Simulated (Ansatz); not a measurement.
Geometry optimisation, Ansatz 0.2.0, UKS B3LYP/def2-SVP.

Input file:

```yaml
crystal:
  periodic: [false, false, false]
  atoms:
    - { symbol: Ga, position_ang: [0.00411, -0.267698, -0.440588] }
    - { symbol: H, position_ang: [-0.011581, 0.044162, 2.317768] }
    - { symbol: H, position_ang: [1.378714, 0.104614, -1.191603] }
    - { symbol: H, position_ang: [-1.374235, 0.09795, -1.187988] }
    - { symbol: C, position_ang: [-0.001496, 0.012841, 3.424672] }
    - { symbol: H, position_ang: [-0.56248, -0.867684, 3.765561] }
    - { symbol: H, position_ang: [1.038294, -0.048865, 3.775113] }
    - { symbol: H, position_ang: [-0.471225, 0.924582, 3.818566] }
magnetization:
  spin_polarized: true
  initial_magnetization: 1
basis:
  gaussian: { orbitals: def2-SVP }
hamiltonian:
  xc: b3lyp
relax:
  f_tol: 0.03
  max_steps: 50
```

Run as:

```bash
$ ansatz run input.yaml --threads 2 --pin off --max-ram 3072MiB --backend cpu --events-out ev --progress --plain --runs-dir out
```

Problem. Where does it end, and by what steps?

Solution. It converged. The force dipped under the threshold on the way, but the program's further checks kept it going. After 11 steps the energy has fallen by 0.046 eV; H6 moved furthest, 0.65 Å.

```tsv
step	energy less start (eV)	largest force component (eV/Å)	accepted
0	0.0000	0.243	yes
1	-0.0275	0.112	yes
2	-0.0383	0.062	yes
3	-0.0432	0.056	yes
4	-0.0450	0.064	yes
5	-0.0457	0.032	yes
6	-0.0459	0.027	yes
7	-0.0461	0.017	yes
8	-0.0462	0.052	yes
9	-0.0460	0.089	no
10	-0.0462	0.072	yes
11	-0.0463	0.022	yes
```

```xyz
8
Properties=species:S:1:pos:R:3
Ga 0.004 -0.274 -1.092
H -0.011 -0.379 2.732
H 1.388 0.203 -1.750
H -1.382 0.203 -1.746
C -0.002 -0.026 3.774
H -0.561 -0.734 4.404
H 1.036 0.040 4.129
H -0.473 0.967 3.831
```

Whether the end is a true minimum wasn't checked by a vibrational analysis.

Time of the run: 21 s on 2 threads of Arm Neoverse V1, with other jobs on the host, peak memory 0.18 GiB.
